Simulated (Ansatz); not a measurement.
Wavefunction ladder for CH5GeNO

```tsv
atom	x (Å)	y (Å)	z (Å)
N1	1.8258	0.1364	0.5757
C2	0.5117	0.2772	0.4489
O3	-0.1439	-0.3202	-0.3996
Ge4	-2.2468	0.0540	-0.4369
H5	2.3324	0.6403	1.2811
H6	2.3237	-0.4839	-0.0425
H7	0.0316	0.9686	1.1550
H8	-2.1480	0.2410	-2.0140
H9	-2.4866	-1.5134	-0.5678
```

Charge 0, multiplicity 1. Correlated methods include outer-core shells of Ge, which these sets cover unevenly. Scalar relativity is left out up to krypton. The bonds changed during the relaxation, so this is another structure than the one it started from. All single points use the PBE0-D4/def2-TZVP geometry. It is one conformer, not always the lowest. Frozen core, restricted reference, Ansatz 0.2.0.

```
     basis      HF (Eh)  MP2 corr.  CCSD corr.       (T)  CCSD(T) total
  def2-SVP  -2245.04290          ?           ?  -0.02255              ?
def2-TZVPP            ?   -0.85067    -0.87408         ?              ?
def2-QZVPP  -2245.55840   -1.15951           –         –              –
```

**Question.** Fill in the withheld values. (An estimate is asked.)

**Answer.** The calculation gave: def2-SVP MP2 corr.: -0.70677; def2-SVP CCSD corr.: -0.73567; def2-SVP CCSD(T) total: -2245.80112; def2-TZVPP HF (Eh): -2245.50811; def2-TZVPP (T): -0.03542; def2-TZVPP CCSD(T) total: -2246.41761.
